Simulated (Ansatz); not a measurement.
Ansatz results at the PBE0-D4/def2-TZVP geometry: HOMO energy (ωB97M-V/def2-TZVPP) -10.49 eV; HOMO–LUMO gap (ωB97M-V/def2-TZVPP) 10.75 eV; size of the dipole moment (B3LYP/def2-TZVPP) 1.91 D.

Each molecule was computed in one conformer, which needn't be the lowest.

(1) Which molecule gave them?
A. `B/C(O)=C(/B)[SiH3]`
B. `CB([SiH3])BCl`
C. `C#C/C=C/C`
D. `BC1([SiH2]C)BO1`

## Answers

(1) D. The others give `CB([SiH3])BCl`: -9.56, 9.56, 1.58; `B/C(O)=C(/B)[SiH3]`: -9.13, 8.56, 0.99; `C#C/C=C/C`: -8.91, 10.30, 1.14.

B3LYP here is the variant with VWN-RPA as its local correlation; programs differ in this.
